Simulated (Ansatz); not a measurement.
System: BH$_{2}$S, charge 0, doublet. BH2S (SMILES B[S], doublet).
B3LYP-D3(BJ)/def2-TZVP minimum from Ansatz (a quantum-chemistry and plane-wave program):
```xyz
4

B     -0.7545    -0.8580     0.1056
H     -0.3829    -1.9333     0.4709
H     -1.9065    -0.6700    -0.1504
S      0.3789     0.4308    -0.0530
```
Charge 0, spin multiplicity 2.

Property: atomisation energy (electronic, to ground-state atoms), in kcal/mol. UHF or UKS for unpaired electrons; spin-orbit terms are left out. CBS(X,Y): correlation extrapolated as X^-3, Hartree-Fock from the larger set (Q,5: extrapolated as (X+1)exp(-9√X)). A bracket is a step between two methods taken in the basis named. Functionals run without relativity, which enters their misses. Double hybrids freeze cores in their MP2 part. '+ core + X2C': CCSD(T) terms for core correlation (cc-pwCVTZ, 1s frozen past Ne) and scalar relativity (cc-pVTZ-DK). Where a partner has so few electrons that a lower coupled-cluster level is exact, that level stands in.

CCSD(T)/CBS(cc-pV(Q+d)Z,cc-pV(5+d)Z) + [CCSDT(Q) - CCSD(T)]/cc-pV(T+d)Z + [CCSDTQ - CCSDT(Q)]/cc-pV(D+d)Z + core + X2C (Ansatz) gives 286.9 kcal/mol.

### Question
What does PBE/def2-TZVPD (Ansatz) give here, and how do the other levels compare?

### Answer
PBE gives 294.7 kcal/mol, 7.8 kcal/mol above it. Differences of the others: r2SCAN/def2-TZVPD (Ansatz) 7.9; B3LYP/def2-TZVPD (Ansatz) 2.9; wB97M-V/def2-TZVPD (Ansatz) 3.6; B2PLYP/def2-TZVPD (Ansatz) -1.0; CCSD(T)/CBS(cc-pV(Q+d)Z,cc-pV(5+d)Z) + core + X2C (Ansatz) -0.4 kcal/mol. Nearer than PBE: B3LYP/def2-TZVPD, wB97M-V/def2-TZVPD, B2PLYP/def2-TZVPD, CCSD(T)/CBS(cc-pV(Q+d)Z,cc-pV(5+d)Z) + core + X2C.
